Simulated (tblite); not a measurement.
Species: C5H10FGeN.
Atom-mapped SMILES: `[H]/[N:1]=[C:2]1\[CH2:3][CH2:4][CH2:5][C@@H:6]1[GeH2:7][F:8]` (hydrogens: H9 on N1; H10, H11 on C3; H12, H13 on C4; H14, H15 on C5; H16 on C6; H17, H18 on Ge7)

Computed with GFN2-xTB (tblite), gas phase: L-BFGS steps from a force-field or distance-geometry start until the largest atomic force falls under 0.01 eV/Å.

Step 3: E = -691.5426 eV
```
atom  x, y, z in Å  |  force x, y, z in eV/Å
N1     -0.8825    2.0454    0.8078    0.244  -0.184  -0.234
C2     -0.7194    0.8897    0.3233    0.089   0.231  -0.074
C3     -1.5225   -0.3548    0.5926    0.145   0.172  -0.008
C4     -0.8044   -1.4867   -0.1369    0.029   0.158  -0.086
C5      0.1013   -0.8205   -1.1863   -0.154   0.012   0.158
C6      0.3746    0.5886   -0.6601   -0.135  -0.022   0.165
Ge7     2.1506    0.7357    0.2365   -0.220   0.128  -0.197
F8      2.1753   -0.4386    1.5700    0.115   0.266  -0.278
H9     -1.6643    2.1407    1.4549    0.083  -0.072  -0.006
H10    -2.5300   -0.1912    0.2091   -0.105  -0.058   0.020
H11    -1.5748   -0.5300    1.6674   -0.132  -0.023   0.015
H12    -0.2040   -2.0462    0.5739    0.099  -0.107   0.026
H13    -1.5208   -2.1511   -0.6084    0.011  -0.238  -0.023
H14    -0.4137   -0.7474   -2.1392   -0.095  -0.096  -0.197
H15     1.0213   -1.3958   -1.3280   -0.059   0.031  -0.062
H16     0.3847    1.3309   -1.4671   -0.022  -0.062   0.204
H17     3.2623    0.3370   -0.7315   -0.010  -0.153   0.261
H18     2.3576    2.1006    0.8105    0.118   0.016   0.318
```

Step 4: E = -691.5698 eV
```
atom  x, y, z in Å  |  force x, y, z in eV/Å
N1     -0.8705    2.0530    0.8013   -0.054  -0.100   0.022
C2     -0.7214    0.8960    0.3233    0.145  -0.068  -0.142
C3     -1.5181   -0.3530    0.5912   -0.085   0.220   0.012
C4     -0.8031   -1.4839   -0.1403   -0.067  -0.150   0.155
C5      0.0933   -0.8228   -1.1826   -0.014   0.121  -0.214
C6      0.3622    0.5850   -0.6526    0.175   0.028  -0.085
Ge7     2.1460    0.7495    0.2275   -0.235  -0.033  -0.101
F8      2.1804   -0.4272    1.5576    0.102   0.243  -0.240
H9     -1.6569    2.1326    1.4502    0.172   0.055  -0.042
H10    -2.5299   -0.1937    0.2130   -0.074  -0.045  -0.016
H11    -1.5812   -0.5290    1.6631   -0.075  -0.043   0.097
H12    -0.2016   -2.0497    0.5729    0.035   0.000  -0.053
H13    -1.5167   -2.1593   -0.6078    0.025  -0.138   0.018
H14    -0.4163   -0.7519   -2.1466   -0.037  -0.075   0.003
H15     1.0166   -1.3932   -1.3307   -0.063   0.040  -0.028
H16     0.3852    1.3280   -1.4568   -0.071  -0.032   0.121
H17     3.2608    0.3295   -0.7180    0.012  -0.128   0.185
H18     2.3625    2.0965    0.8237    0.110   0.104   0.308
```

Step 5: E = -691.5846 eV
```
atom  x, y, z in Å  |  force x, y, z in eV/Å
N1     -0.8637    2.0561    0.7975   -0.117  -0.063   0.086
C2     -0.7207    0.8988    0.3214    0.113  -0.177  -0.107
C3     -1.5168   -0.3489    0.5908   -0.180   0.100   0.021
C4     -0.8041   -1.4843   -0.1404   -0.053  -0.177   0.196
C5      0.0888   -0.8225   -1.1833    0.005   0.099  -0.279
C6      0.3576    0.5829   -0.6498    0.255   0.005  -0.195
Ge7     2.1395    0.7577    0.2205   -0.133  -0.026  -0.009
F8      2.1853   -0.4162    1.5460    0.083   0.188  -0.176
H9     -1.6498    2.1286    1.4469    0.154   0.118  -0.016
H10    -2.5311   -0.1959    0.2150   -0.054  -0.018  -0.037
H11    -1.5864   -0.5290    1.6618   -0.038  -0.025   0.104
H12    -0.1992   -2.0520    0.5717    0.005   0.054  -0.074
H13    -1.5136   -2.1664   -0.6070    0.012  -0.083   0.041
H14    -0.4187   -0.7558   -2.1513   -0.026  -0.047   0.077
H15     1.0124   -1.3909   -1.3329   -0.038   0.024  -0.022
H16     0.3844    1.3258   -1.4487   -0.090   0.044  -0.001
H17     3.2600    0.3228   -0.7067    0.017  -0.104   0.134
H18     2.3672    2.0956    0.8370    0.085   0.087   0.257
```

Task: Estimate the geometry and energy of step 6. (The exact step hangs on the optimiser's Hessian estimate; all steps are aligned on step 5, rigid shifts and turns removed.)

Result: E = -691.5990 eV, largest force 0.283 eV/Å
```
atom  x, y, z in Å  |  force x, y, z in eV/Å
N1     -0.8570    2.0572    0.7936   -0.076  -0.059   0.068
C2     -0.7182    0.8994    0.3179    0.036  -0.209  -0.026
C3     -1.5182   -0.3441    0.5910   -0.177  -0.090   0.022
C4     -0.8063   -1.4862   -0.1380   -0.022  -0.099   0.095
C5      0.0839   -0.8211   -1.1876    0.004  -0.006  -0.174
C6      0.3570    0.5801   -0.6506    0.173  -0.013  -0.224
Ge7     2.1306    0.7671    0.2130    0.061   0.060   0.085
F8      2.1922   -0.4005    1.5299    0.051   0.085  -0.060
H9     -1.6398    2.1266    1.4437    0.087   0.155   0.037
H10    -2.5338   -0.1985    0.2162   -0.044   0.017  -0.058
H11    -1.5929   -0.5291    1.6622   -0.005   0.012   0.075
H12    -0.1960   -2.0538    0.5696   -0.001   0.089  -0.051
H13    -1.5102   -2.1760   -0.6051    0.004  -0.015   0.072
H14    -0.4226   -0.7609   -2.1560   -0.047  -0.008   0.085
H15     1.0073   -1.3879   -1.3359   -0.004  -0.011  -0.030
H16     0.3817    1.3251   -1.4406   -0.096   0.141  -0.160
H17     3.2595    0.3132   -0.6915    0.016  -0.067   0.079
H18     2.3741    2.0958    0.8565    0.040   0.019   0.165
```

The energy changes by -0.0144 eV. The first-order estimate −F·Δx gives -0.0216 eV and the mean of the old and new forces, exact on a quadratic surface, -0.0144 eV. The step makes an angle of 56° with the force vector and moves no atom by more than 0.024 Å.

The cost below is that of the whole relaxation. Time: 1.0 s. Hardware: Arm Neoverse N1, one thread, no GPU, shared host.
